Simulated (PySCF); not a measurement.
## Löwdin shares of the frontier orbitals

Me2PhSi(SeBu), C12H20SeSi.
Numbering: `[CH3:1][CH2:2][CH2:3][CH2:4][Se:5][Si:6]([CH3:7])([CH3:8])[c:9]1[cH:10][cH:11][cH:12][cH:13][cH:14]1` (hydrogens: H15, H16, H17 on C1; H18, H19 on C2; H20, H21 on C3; H22, H23 on C4; H24, H25, H26 on C7; H27, H28, H29 on C8; H30 on C10; H31 on C11; H32 on C12; H33 on C13; H34 on C14)

Geometry (PBE0-D3(BJ)/def2-SVP, Å), atoms numbered from 1 in this order:
```xyz
34
C12H20SeSi angstrom
C     -4.390   -0.373   -1.171
C     -4.416    0.352    0.167
C     -3.035    0.684    0.731
C     -2.222   -0.544    1.103
Se    -0.454   -0.105    1.853
Si     0.755   -0.404   -0.069
C      0.795   -2.226   -0.531
C      0.014    0.575   -1.492
C      2.497    0.204    0.304
C      2.860    0.804    1.519
C      4.164    1.241    1.747
C      5.134    1.088    0.758
C      4.795    0.496   -0.458
C      3.491    0.059   -0.678
H     -3.906   -1.360   -1.100
H     -5.407   -0.539   -1.557
H     -3.840    0.210   -1.928
H     -4.977   -0.248    0.905
H     -4.980    1.293    0.057
H     -3.143    1.319    1.624
H     -2.470    1.287    0.000
H     -2.731   -1.133    1.881
H     -2.072   -1.216    0.246
H      1.403   -2.386   -1.436
H      1.228   -2.819    0.288
H     -0.217   -2.609   -0.735
H     -0.993    0.212   -1.752
H      0.648    0.473   -2.387
H     -0.053    1.643   -1.239
H      2.111    0.941    2.305
H      4.423    1.704    2.702
H      6.157    1.432    0.935
H      5.551    0.374   -1.238
H      3.247   -0.406   -1.639
```

The calculation used TDDFT wB97X-D/def2-SVPD, vertical, gas phase, core orbitals frozen in the response in PySCF 2.14.0, density-fitted response routines. Relativistic effects, spin–orbit coupling among them, are left out although an element past zinc is present.

Frontier orbitals with the atoms that hold most of them (Löwdin shares over 4%, at most four atoms; ? is withheld):

| orbital | ε (eV) | atoms |
| --- | --- | --- |
| HOMO-3 | -9.63 | Se5 56%, Si6 14%, C4 9%, C8 4% |
| HOMO-2 | -9.13 | C10 21%, C13 21%, C11 19%, C14 19% |
| HOMO-1 | -9.04 | ? |
| HOMO | ? | Se5 71%, C4 8%, Si6 7% |
| LUMO | 1.12 | ? |
| LUMO+1 | 1.41 | C13 20%, C10 19%, C11 15%, C14 15% |
| LUMO+2 | 1.70 | Se5 41%, C4 7%, Si6 7%, H22 4% |

Task: Which atoms hold the LUMO, and with what shares?

Result: C9 (bonded to 2 C and Si) 21%; C12 (bonded to 2 C and H) 20%; C14 (bonded to 2 C and H) 13%; C11 (bonded to 2 C and H) 11%.

Task: Which atoms hold the HOMO-1, and with what shares?

Result: C9 (bonded to 2 C and Si) 23%; C12 (bonded to 2 C and H) 22%; C14 (bonded to 2 C and H) 11%; C11 (bonded to 2 C and H) 10%.

Task: What is the HOMO energy, and the HOMO–LUMO gap?

Result: ε(HOMO) = -8.04 eV; the gap is 9.16 eV (0.3366 hartree).

Task: How does S1 compare with the orbital gap of 9.16 eV?

Result: S1 is at 5.09 eV (f = 0.0040), 4.07 eV below the gap, made of HOMO→LUMO+2 (61%), HOMO→LUMO+8 (10%), HOMO→LUMO+6 (10%). Its leading pair isn't HOMO and LUMO; the energies of that pair differ by 9.74 eV. 

Task: Give energy, strength and leading configuration of S3 and S6, and follow the Löwdin shares of the leading atoms from the occupied to the empty orbital.

Result: 
- S3 (5.85 eV, f 0.016), HOMO→LUMO (78%): Se5 71% → at most 12%, C4 8% → at most 12%, C9 at most 4% → 21%, C12 at most 4% → 20%
- S6 (6.38 eV, f 0.082), HOMO→LUMO+1 (84%): Se5 71% → at most 16%, C4 8% → at most 16%, C13 at most 4% → 20%, C10 at most 4% → 19%

Löwdin shares depend on the basis, the more so with diffuse functions.

One conformer stands for the species.
